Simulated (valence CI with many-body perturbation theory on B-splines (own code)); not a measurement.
# Cu6+: key properties

Calculated by relativistic CI+MBPT: five valence electrons over a frozen Dirac-Fock core [Ar], a basis of 7 s, 7 p, 8 d, 6 f, 4 g, 1 h functions for each j, with the one-electron correlation potential Σ1 (screened to all orders), the two-electron term Σ2, the three-electron term Σ3, Breit, model QED; selected single and double excitations, second order for the rest, scaled by the run's own slope (own B-spline code, finite nucleus).

Against 30 measured levels this calculation errs by 883 cm⁻¹ on average and by 2343 at most. Among the levels kept, up to 550 cm⁻¹ of a level comes from second order outside the variational space, and about a tenth of that is noise between levels of different J, which matters for small intervals. Only levels of the ground parity were solved; by the run's estimate the other parity begins above the list, which can be wrong where configurations are misplaced.

Rates and lifetimes use the calculated energies. Strong lines usually hold to 10 to 20 %, long lifetimes can be off by a factor of two.

What is the ground level?

3d5 6S_5/2, composition 99 % 3d5 6S, g = 2.000.

What is the ionisation energy?

137.64 eV; NIST lists 139 ± 1.2 eV (semi-empirical).

How well does LS coupling describe the low levels?

Among the lowest 20 levels the leading LS term, summed over configurations, holds 91 % on average. For single configurations the figures are 91 % in LS and 52 % in jj coupling. Terms mix most in the J = 5/2 level at 70382 cm⁻¹, where the leading one holds 64 %.

Name the longest-lived excited levels whose lifetime is computed, and their main decay.

3d5 4G_7/2 at 45396 cm⁻¹ lives 58500 s, mostly by M1 to 3d5 4G_5/2; 3d5 4G_9/2 at 45393 cm⁻¹ lives 14000 s, mostly by M1 to 3d5 4G_11/2. The lifetime of 3d5 4G_11/2 is too uncertain to give, and may be longer.
